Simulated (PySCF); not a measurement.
**Which determinant of SnTe lies lowest?**

Unrestricted PBE0; PySCF, scalar-relativistic core potentials, basis sets Sn cc-pVDZ-PP with ECP28, Te cc-pVDZ-PP with ECP28. Outer shells of the fragments: Sn 4d10 5s2 5p2; Te 4d10 5s2 5p4.

Followed along the bond (rough minima from three points):

| 2Ms+1 | unpaired | ⟨S²⟩ at the start | R at minimum (Å) | Te (eV) |
| --- | --- | --- | --- | --- |
| 1 | none | 0.00 | 2.54 | 0.00 |
| 3 | π ↑↑ | 2.01 | none in the scan | ≤ 1.70 |
| 5 | σ ↑, π ↑↑↑ | 6.01 | none in the scan | ≤ 3.82 |

Solutions found at the starting distance of 2.670 Å, counted from the lowest of them; the search is not exhaustive and high or unbound solutions are not listed, so other states can lie among these:

| 2Ms+1 | unpaired | term | E (eV) | ⟨S²⟩ | ⟨Lz²⟩ | μ (D) |
| --- | --- | --- | --- | --- | --- | --- |
| 1 | none | ¹Σ⁺ | 0.00 | 0.00 | 0.00 | -3.00 |
| 3 | π ↑↑ | mixed | 1.61 | 2.01 | 2.01 | -0.63 |
| 3 | π ↑↑ | mixed | 1.89 | 2.00 | 2.01 | -0.96 |
| 1 | π ↑↓ | mixed | 1.94 | 1.01 | 2.01 | -1.07 |
| 3 | σ ↑, π ↑ | ³Π | 2.29 | 2.01 | 1.01 | -2.24 |
| 1 | σ ↓, π ↑ | mixed | 2.50 | 1.02 | 1.01 | -2.16 |

A term symbol is given only where ⟨S²⟩ and ⟨Lz²⟩ are close to those of a pure state; real π, δ and φ orbitals otherwise mix terms. A positive dipole means Sn(−)Te(+).

Spin–orbit coupling is left out. Counting both spins, an empty level lies below a filled one in some of these solutions, because spin and occupation are held.
